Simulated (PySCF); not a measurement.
C₃H₁₀BP.
Atom-mapped SMILES: `[CH3:1][CH2:2][B:3]([CH3:4])[PH2:5]` (hydrogens: H6, H7, H8 on C1; H9, H10 on C2; H11, H12, H13 on C4; H14, H15 on P5)

Computed by this run: PBE0-D3(BJ)/def2-SVP geometry optimisation, gas phase (PySCF); density fitting, grid level 1; the optimiser is geomeTRIC in internal coordinates, started from a GFN2-xTB structure with every atom displaced at random (about 0.01 Å).

Step 0: E = -13225.3700 eV
```
atom  x, y, z in Å  |  force x, y, z in eV/Å
C1     -1.7658    0.7877    0.1260   -0.303   1.246  -0.840
C2     -0.8251   -0.1540   -0.5729    0.279   0.225   0.902
B3      0.7018    0.0907   -0.3155    0.846  -0.967  -0.248
C4      1.7541   -1.1254   -0.3746   -2.301   0.405  -0.452
P5      1.3677    1.7791    0.2283   -0.673  -0.316   1.319
H6     -1.6929    0.7372    1.2002    0.100  -0.089   0.815
H7     -2.8074    0.5901   -0.1471   -0.258  -0.006   0.009
H8     -1.5576    1.8492   -0.1638   -0.175  -0.479   0.200
H9     -1.1024   -1.1687   -0.2928    0.067  -0.662  -0.091
H10    -0.9793   -0.0769   -1.6439    0.022  -0.079  -0.816
H11     1.3152   -1.9898   -0.8967    0.100  -0.025  -0.100
H12     2.6951   -0.8760   -0.7953    1.327   0.319  -0.494
H13     1.8961   -1.4470    0.6408    0.294  -0.302   1.078
H14     2.5517    1.7814   -0.4461    1.386  -0.079  -0.620
H15     0.7121    2.5651   -0.6870   -0.712   0.810  -0.660
```

Step 1: E = -13225.5895 eV
```
atom  x, y, z in Å  |  force x, y, z in eV/Å
C1     -1.7990    0.8176    0.1191   -0.002  -0.065   0.164
C2     -0.8129   -0.1513   -0.5201    0.024  -0.020  -0.096
B3      0.7357    0.0707   -0.3187   -0.171   0.073   0.061
C4      1.7203   -1.1461   -0.4013    0.442   0.095   0.056
P5      1.3808    1.7907    0.2360    0.189   0.102  -0.410
H6     -1.7276    0.7933    1.2220    0.007   0.027  -0.132
H7     -2.8405    0.5780   -0.1427   -0.020  -0.001  -0.017
H8     -1.6150    1.8541   -0.1964    0.005   0.080  -0.007
H9     -1.0635   -1.1964   -0.2568    0.003   0.032  -0.027
H10    -0.9277   -0.1180   -1.6292    0.042  -0.054   0.105
H11     1.3225   -1.9922   -0.9776   -0.057  -0.069  -0.056
H12     2.7339   -0.8913   -0.7750   -0.269  -0.103   0.132
H13     1.8526   -1.5126    0.6409   -0.016   0.050  -0.153
H14     2.6437    1.8178   -0.4572   -0.310   0.013   0.166
H15     0.6602    2.6283   -0.6835    0.133  -0.160   0.214
```

Step 2: E = -13225.6012 eV
```
atom  x, y, z in Å  |  force x, y, z in eV/Å
C1     -1.7956    0.8266    0.1122   -0.007  -0.011  -0.001
C2     -0.8118   -0.1554   -0.5133    0.013   0.006  -0.001
B3      0.7348    0.0650   -0.3132   -0.037   0.043   0.031
C4      1.7281   -1.1488   -0.4059    0.069   0.025  -0.007
P5      1.3823    1.7821    0.2400    0.059  -0.022  -0.107
H6     -1.7246    0.8191    1.2116    0.009   0.006  -0.010
H7     -2.8384    0.5883   -0.1488    0.002   0.003  -0.004
H8     -1.6075    1.8611   -0.2159   -0.005  -0.009  -0.002
H9     -1.0659   -1.1963   -0.2414   -0.013   0.001   0.005
H10    -0.9196   -0.1390   -1.6202    0.016  -0.025   0.006
H11     1.3277   -1.9925   -0.9898   -0.009   0.006  -0.002
H12     2.7357   -0.8964   -0.7723   -0.039  -0.013   0.019
H13     1.8598   -1.5222    0.6291   -0.015  -0.006  -0.016
H14     2.6174    1.8293   -0.4716   -0.050   0.005   0.035
H15     0.6410    2.6216   -0.6407    0.008  -0.007   0.054
```

Q: Estimate the geometry and energy of step 3. (The exact step hangs on the optimiser's Hessian estimate; all steps are aligned on step 2, rigid shifts and turns removed.)

A: E = -13225.6044 eV, largest force 0.089 eV/Å
```
atom  x, y, z in Å  |  force x, y, z in eV/Å
C1     -1.7958    0.8287    0.1020   -0.008   0.002  -0.047
C2     -0.8062   -0.1598   -0.5028   -0.011   0.039   0.037
B3      0.7387    0.0690   -0.3066   -0.016   0.004  -0.001
C4      1.7256   -1.1496   -0.4117   -0.020   0.006  -0.007
P5      1.3978    1.7797    0.2459   -0.018  -0.081   0.032
H6     -1.7246    0.8450    1.2003    0.003  -0.001   0.025
H7     -2.8372    0.5806   -0.1560    0.003   0.000   0.006
H8     -1.6127    1.8573   -0.2470   -0.002  -0.010  -0.004
H9     -1.0577   -1.1967   -0.2141   -0.002  -0.004   0.015
H10    -0.9090   -0.1668   -1.6094    0.006  -0.012  -0.023
H11     1.3152   -1.9831   -1.0044    0.005   0.019   0.003
H12     2.7328   -0.9043   -0.7749    0.056   0.012  -0.018
H13     1.8525   -1.5361    0.6176   -0.009  -0.020   0.024
H14     2.6108    1.8422   -0.4901    0.049   0.003  -0.031
H15     0.6331    2.6364   -0.5894   -0.034   0.042  -0.011
```

The energy changes by -0.0032 eV. The first-order estimate −F·Δx gives -0.0049 eV and the mean of the old and new forces, exact on a quadratic surface, -0.0033 eV. The step makes an angle of 74° with the force vector and moves no atom by more than 0.054 Å.

The cost below is that of the whole optimisation. Hardware: one thread of an Arm Neoverse V2 (shared host). Cost: 56 s wall, 0.52 GiB resident at most.
